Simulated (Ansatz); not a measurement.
Isomers of AlFH4OSi, relaxed with PBE0-D4/def2-TZVP in Ansatz; electronic energies, one conformer each and not always the lowest. Functionals use def2-TZVPP; CBS adds triple-zeta CCSD(T) − MP2 to the MP2 limit of def2-TZVPP and def2-QZVPP.

(1) Order them by energy at frozen-core CCSD(T)/CBS, lowest first. (Best estimate.)
A. `O[SiH](F)[AlH2]`
B. `[F][AlH][O][SiH3]`
C. `[OH][Al]([F])[SiH3]`

(2) How do HF/CBS(def2), PBE0-D4, r2SCAN-D4, B3LYP place them (kcal/mol, against `[F][AlH][O][SiH3]`)? (An estimate is asked.)

## Answers

(1) B (0.0 kcal/mol), C (23.4 kcal/mol), A (52.3 kcal/mol).

(2) The calculation gave: 
```csv
isomer,HF/CBS(def2),PBE0-D4,r2SCAN-D4,B3LYP
`[OH][Al]([F])[SiH3]`,31.0,19.1,22.0,23.2
`O[SiH](F)[AlH2]`,55.9,47.5,51.8,52.2
```

B3LYP here is the variant with VWN-RPA as its local correlation; programs differ in this.
